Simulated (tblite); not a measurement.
Run record: tight-binding relaxation, `[NH2][Ge@H]1[CH2]C=C[CH2][GeH2]1`.

Computed with GFN2-xTB geometry optimisation, gas phase (tblite 0.8.0). Start geometry: from a force field or distance geometry. A driver script takes a list of jobs; this job's settings line and coordinates (Å) are shown.

Command:
```bash
OMP_NUM_THREADS=1 python probes_run.py task.json out
```

Input:
```
{"job": {"kind": "relax", "xc": "GFN2-xTB", "basis": "xTB"}, "charge": 0, "multiplicity": 1}
N      2.632600    -0.144800     0.949400
Ge     1.428100     0.077200    -0.427300
C      0.212300    -1.425000    -0.670400
C     -0.899000    -1.454800     0.296200
C     -1.813500    -0.524300     0.472300
C     -1.787700     0.694900    -0.379300
Ge    -0.204800     1.813700    -0.003200
H      2.281000     0.153900     1.897700
H      3.590200     0.223700     0.756000
H      2.071900     0.401500    -1.778900
H     -0.123400    -1.520700    -1.731500
H      0.823700    -2.320600    -0.470700
H     -0.993800    -2.336600     0.979400
H     -2.601100    -0.635600     1.222100
H     -1.713000     0.485400    -1.471600
H     -2.659100     1.284200    -0.124200
H     -0.172700     2.275200     1.474600
H     -0.080400     2.958900    -1.002500
```

Output:
```
step      E/eV     max force
  0    -568.53871    1.990
  1    -568.73592    0.868
  2    -568.82474    0.937
  3    -568.88655    0.674
  4    -568.92546    0.668
  5    -568.94959    0.462
  6    -568.97046    0.281
  7    -568.98229    0.272
  8    -568.99496    0.308
  9    -569.00414    0.265
... (96 lines left out)
106    -569.08225    0.016
107    -569.08229    0.015
108    -569.08232    0.018
109    -569.08236    0.019
110    -569.08240    0.014
111    -569.08244    0.019
112    -569.08248    0.019
113    -569.08250    0.015
114    -569.08252    0.012
115    -569.08253    0.008
```

«max force» is the largest atomic force in eV/Å.

**Question.** From which step on does the largest force stay under 0.1 eV/Å, and how much energy is left to gain from there?

**Answer.** From step 43 (0.086 eV/Å), 17.0 meV above the end.

In short: energy lowered by 12.5 kcal/mol over 115 steps; largest atomic force 0.008 eV/Å at the end.

**Question.** Estimate the wall time. Hardware: one thread, Arm Neoverse N1 (aarch64), shared host with 64 logical CPUs at a one-minute load of 56.

**Answer.** About 1.5 s.
Labels such as C1 count atoms from 1, the log's own numbers from 0.
